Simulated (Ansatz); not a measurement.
Abridged output of a molecular run in Ansatz:

```
Functional definition: HF
1159 factors; integrals over basis functions are off by at most 1.0e-3 eV
mean field evaluation 1: about -32253.7494 eV, gradient 3.0e1 eV
mean field evaluation 2: about -32254.0157 eV, gradient 3.0e1 eV
mean field evaluation 4: about -32256.2193 eV, gradient 3.0e0 eV
mean field evaluation 8: about -32256.2795 eV, gradient 3.1e-1 eV
mean field evaluation 16: about -32256.2801 eV, gradient 2.4e-6 eV
mean field -32256.28010203 eV, -1185.3964296575 hartree, gradient 2.4e-6 eV, S^2 0.000000; 0 other end points of the search recorded, 0 dependent functions left out
16 core orbitals not correlated: weight in the atoms' cores, before any rotation towards them, 1.000 or more for the frozen orbitals, at most 0.000 for the correlated occupied ones
reference -32256.28010203 eV, -1185.3964296575 hartree; 13, 13 occupied and 170, 170 virtual orbitals, 1159 factors
second order -19.69524047 eV of doubles, -0.00000000 eV of singles
cycle   1  -20.34293030 eV  change   -6.5e-1 eV  update   9.6e-2
cycle   2  -20.81115605 eV  change   -4.7e-1 eV  update   2.9e-2
cycle   3  -20.91202109 eV  change   -1.0e-1 eV  update   1.5e-2
cycle   4  -20.90381057 eV  change    8.2e-3 eV  update   3.1e-3
cycle   5  -20.90152367 eV  change    2.3e-3 eV  update   1.2e-3
cycle   6  -20.90163497 eV  change   -1.1e-4 eV  update   3.8e-4
cycle   7  -20.90138006 eV  change    2.5e-4 eV  update   1.4e-4
cycle   8  -20.90135993 eV  change    2.0e-5 eV  update   4.0e-5
cycle   9  -20.90137883 eV  change   -1.9e-5 eV  update   1.6e-5
perturbative correction -0.82626508 eV, -0.0303646815 hartree
Total energy: -32278.00774593 eV, -1186.1949058435 hartree
```

Its atoms:

```xyz
7

F    -0.040   -1.593    0.665
Si    0.103   -0.087    0.156
S    -1.691    1.019    0.326
S     0.527   -0.105   -1.916
H     1.159    0.508    1.000
H    -1.419    1.413    1.582
H     1.361   -1.156   -1.812
```

Which basis set was used?
A. def2-TZVPPD
B. def2-TZVPP
C. def2-SVPD
D. cc-pV(D+d)Z

B. It gives 199 functions.

Write the keys of the input that set method, charge and spin (a neutral closed shell needs none for the last two).


```yaml
correlation: {method: ccsd_t}
```
